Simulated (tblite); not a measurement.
C3H13NOSi2.
Numbering: `[CH3:1][CH:2]([CH3:3])[O:4][SiH2:5][SiH2:6][NH2:7]` (hydrogens: H8, H9, H10 on C1; H11 on C2; H12, H13, H14 on C3; H15, H16 on Si5; H17, H18 on Si6; H19, H20 on N7)

Computed geometry: GFN2-xTB, gas phase.

**Question.** Give the optimised bond lengths and angles.

**Answer.** 
```json
{"bond": "C1–C2, C2–C3", "length (pm)": "152.5", "order": "single"}
{"bond": "C2–O4", "length (pm)": "140.2", "order": "single"}
{"bond": "O4–Si5", "length (pm)": "161.9", "order": "single"}
{"bond": "Si5–Si6", "length (pm)": "228.2", "order": "single"}
{"bond": "Si6–N7", "length (pm)": "172.7", "order": "single"}
{"bond": "C1–H8 and 5 like bonds", "length (pm)": "108.7", "order": "single"}
{"bond": "C2–H11", "length (pm)": "110.1", "order": "single"}
{"bond": "Si5–H15, Si5–H16", "length (pm)": "147.8", "order": "single"}
{"bond": "Si6–H17", "length (pm)": "148.2", "order": "single"}
{"bond": "Si6–H18", "length (pm)": "146.9", "order": "single"}
{"bond": "N7–H19, N7–H20", "length (pm)": "100.7", "order": "single"}
```

Bonds in one row agree within 1 pm and their mean is given. Orders are formal, as drawn. A selection of angles:
```json
{"angle": "C2–C1–H8", "degrees": "110.1"}
{"angle": "H8–C1–H9", "degrees": "108.7"}
{"angle": "C1–C2–C3", "degrees": "111.2"}
{"angle": "C1–C2–O4", "degrees": "111.6"}
{"angle": "C1–C2–H11", "degrees": "108.8"}
{"angle": "C3–C2–O4", "degrees": "108.0"}
{"angle": "O4–C2–H11", "degrees": "107.9"}
{"angle": "C2–O4–Si5", "degrees": "130.4"}
{"angle": "O4–Si5–Si6", "degrees": "100.6"}
{"angle": "O4–Si5–H15", "degrees": "111.1"}
{"angle": "O4–Si5–H16", "degrees": "109.6"}
{"angle": "Si6–Si5–H15", "degrees": "117.1"}
{"angle": "Si6–Si5–H16", "degrees": "116.2"}
{"angle": "H15–Si5–H16", "degrees": "102.3"}
{"angle": "Si5–Si6–N7", "degrees": "103.5"}
{"angle": "Si5–Si6–H17", "degrees": "114.9"}
{"angle": "Si5–Si6–H18", "degrees": "117.8"}
{"angle": "N7–Si6–H17", "degrees": "113.1"}
{"angle": "N7–Si6–H18", "degrees": "102.6"}
{"angle": "H17–Si6–H18", "degrees": "104.5"}
{"angle": "Si6–N7–H19", "degrees": "118.6"}
{"angle": "H19–N7–H20", "degrees": "109.2"}
```

Dihedral angles: C1–C2–O4–Si5 -57° (synclinal); C2–O4–Si5–Si6 -169° (antiperiplanar); O4–Si5–Si6–N7 -175° (antiperiplanar). The mirror-image conformer, all signs reversed, is as good.

N7 (silicon-bound nitrogen) is pyramidal (angles 119.3°, 118.6° and 109.2°, sum 347.1°, 0.25 Å off the plane of its three neighbours). Si5 (oxygen-bound silicon) is distorted tetrahedral (angles from 100.6° to 117.1°). Of the pairs four or more bonds apart, Si5···H8 is among the closest relative to their van der Waals radii: 3.00 Å, 91 % of the sum of Bondi's values. Si6 (SiH2 silicon) is distorted tetrahedral (angles from 102.6° to 117.8°).

Point group: C1 (no symmetry element, even within 0.4 Å). Its GFN2-xTB frequencies are all real (lowest 20 cm⁻¹). The numbers are those of one conformer (C1–C2–O4–Si5 -57°, C2–O4–Si5–Si6 -169°, O4–Si5–Si6–N7 -175°, Si5–Si6–N7–H 176° and -47°). 3 starts were optimised and ended at 0.00, 0.40 and 3.49 kcal/mol (GFN2-xTB); the lowest of these is shown.
